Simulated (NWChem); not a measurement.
# acetylacetone (C$_{5}$H$_{8}$O$_{2}$); SMILES CC(=O)C=C(C)O

```xyz
15

C      0.8437    -2.5098    -0.0009
C     -0.0119    -1.2610     0.0003
O     -1.2291    -1.3380     0.0009
C      0.7161     0.0083     0.0004
C      0.1149     1.2284     0.0002
C     -1.3537     1.4773     0.0000
O      0.8232     2.3643     0.0003
H      1.4962    -2.5313    -0.8884
H      1.5001    -2.5307     0.8837
H      0.1959    -3.3950     0.0007
H      1.8114    -0.0311     0.0005
H     -1.5424     2.5584    -0.0028
H     -1.8248     1.0029    -0.8720
H     -1.8240     1.0080     0.8753
H      1.7663     2.1548     0.0007
```
Atoms are numbered in this order, from 1.

Results from NWChem. Pople sets run with spherical d functions. Geometry: optimised at PBE0/def2-SVP. Atomic charges in e: unrestrained fits to the electrostatic potential beside Mulliken populations; buried atoms are poorly determined by the fit.

Predict the results for Hartree-Fock/6-31G*. Quantities: ESP C1; Mulliken C1; ESP C2; Mulliken C2; ESP O3; Mulliken O3; ESP C4; Mulliken C4; ESP C5; Mulliken C5; relative RMS misfit of the potential (%).


* **ESP C1**: -0.25
* **Mulliken C1**: -0.59
* **ESP C2**: 0.83
* **Mulliken C2**: 0.56
* **ESP O3**: -0.63
* **Mulliken O3**: -0.60
* **ESP C4**: -0.83
* **Mulliken C4**: -0.47
* **ESP C5**: 0.64
* **Mulliken C5**: 0.54
* **relative RMS misfit of the potential (%)**: 23
